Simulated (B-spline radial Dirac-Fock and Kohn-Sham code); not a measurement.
**How the levels of gold move as electrons are removed**

Level of theory: ΔSCF Dirac-Fock with Breit, self-energy and vacuum polarisation, finite nucleus, configuration average; an atomic code on a B-spline grid. Each ion is free and in its tabulated ground configuration. Correlation and solid-state effects are left out.

Reference: Au²⁶⁺, [Kr] 4d10 4f7, with M1 4277.4 eV, M2 3998.9 eV, M5 3051.0 eV, N3 1324.8 eV, N5 1104.5 eV, Kα1 (K-L3) 68801.9 eV, Kβ1 (K-M3) 77979.9 eV, Lℓ (L3-M1) 8492.5 eV. Shifts from it, in eV (a dash: the subshell is empty, belongs to an open shell averaged over j, or its hole state is left out as unreliable):

```tsv
ion	configuration	M1	M2	M5	N3	N5	Kα1	Kβ1	Lℓ
Au²⁷⁺	[Kr] 4d10 4f6	+61.5	+61.5	+61.3	+51.0	+50.2	-1.41	-1.68	-0.59
Au²⁸⁺	[Kr] 4d10 4f5	+124.5	+124.4	+124.0	+103.0	+101.3	-2.87	-3.30	-1.09
Au²⁹⁺	[Kr] 4d10 4f4	+188.9	+188.8	+188.2	+155.8	+153.4	-4.40	-4.87	-1.49
Au³⁰⁺	[Kr] 4d10 4f3	?	?	?	?	?	?	?	?
Au³¹⁺	[Kr] 4d10 4f2	+321.9	+321.9	+320.8	+263.8	+260.1	-7.62	-7.76	-1.98
Au³²⁺	[Kr] 4d10 4f1	+390.5	+390.5	+389.2	+319.1	+314.8	-9.31	-9.08	-2.05
Au³³⁺	[Kr] 4d10	+460.4	+460.5	+459.0	+375.2	+370.3	-11.06	-10.29	-1.98
Au³⁴⁺	[Kr] 4d9	+528.9	+529.5	–	+428.9	–	-10.25	-2.62	+4.53
```

Question: Give the missing shifts for Au³⁰⁺.

Answer: M1 +254.7, M2 +254.6, M5 +253.8, N3 +209.4, N5 +206.3, Kα1 -5.98, Kβ1 -6.36, Lℓ -1.79 (eV).

Over this range M1 (3s) moves by +528.9 eV and Kα1 by -10.3 eV: a line is a difference of two levels that shift in the same direction.

Values without a named source are computed, but for edge energies of neutral atoms, which are taken from tables.
